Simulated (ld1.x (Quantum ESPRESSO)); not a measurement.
**silicon (Si), PAW: configuration errors across variants**

| Property | Result |
| --- | --- |
| Element | silicon (Si) |
| Generator | ld1.x (Quantum ESPRESSO) 7.5 |
| Type | PAW |
| Functional | LDA (PZ) |
| Relativity | non-relativistic |
| Frozen core | [Ne] |
| Valence charge | 4 |
| Reference configuration | 3s2 3p0 (charge +2) |
| Partial waves | 3s (bound): rcut 1.50, rcutus 1.75 bohr; 3s channel at -1.4 Ry: rcut 1.50, rcutus 1.75 bohr; 3p (bound, empty): rcut 2.15, rcutus 2.30 bohr; 3p channel at -1 Ry: rcut 2.15, rcutus 2.30 bohr; 3d channel at 0.3 Ry: rcut 1.25, rcutus 1.70 bohr; 3d channel at 1.15 Ry: rcut 1.25, rcutus 1.70 bohr |
| Local potential | all-electron potential smoothed inside 1.95 bohr (lloc = -2) |
| Core correction | a·sin(br)/r model core inside 1.05 bohr |
| Augmentation charge | PSQ, inside the norm-conserving radii |

All-electron excitation energies from the reference (eV): (1) 3s2 3p2 -23.966; (2) 3s2 3p1 -16.126; (3) 3s1 3p0 34.074; (4) 3s1 3p2 -8.777; (5) 3s1 3p3 -17.217; (6) 3s0 3p4 -10.305; (7) 3s2 3p1.5 -20.996; (8) 3s2 3p2 spin -24.578; (9) 3s2 3p1 spin -16.331.

Spin tests fill each open shell by Hund’s rule, majority spin first.

2 further variants failed, have other tests or too few solved ones, and are left out.

Errors AE − PS in meV (a dash: test not solved or not reliable):

| change | (1) | (2) | (3) | (4) | (5) | (6) | (7) | (8) | (9) | bound ghosts |
| --- | --- | --- | --- | --- | --- | --- | --- | --- | --- | --- |
| base | -11 | -5.4 | -24 | -2.8 | -6.7 | -4.2 | -8.6 | -11 | -5.6 | none |
| waves 3p (bound): rcut 2.15, rcutus 2.82 bohr; 3p channel at -1 Ry: rcut 2.15, rcutus 2.82 bohr | -11 | -5.3 | -24 | -3.0 | -7.2 | – | – | – | – | none |
| waves 3s (bound): rcut 1.50, rcutus 2.48 bohr; 3s channel at -1.4 Ry: rcut 1.50, rcutus 2.48 bohr | -9.4 | -4.6 | -19 | -2.8 | -6.6 | -4.2 | -7.5 | -9.6 | -4.7 | none |
| local potential all-electron potential smoothed inside 1.60 bohr (lloc = -2) | -11 | -5.4 | -24 | -2.8 | -6.7 | -4.2 | -8.6 | -11 | -5.5 | none |
| local potential all-electron potential smoothed inside 1.50 bohr (lloc = -1) | -11 | -5.4 | -24 | -2.7 | -6.7 | -4.2 | -8.5 | -11 | -5.5 | none |

Give the same row for: core correction a·sin(br)/r model core, default radius (ld1.x builds one for every PAW set, though the input has nlcc=.false.).

-11, -5.7, -25, -2.6, -6.7, -3.8, -9.0, -12, -5.9; bound ghosts: none.
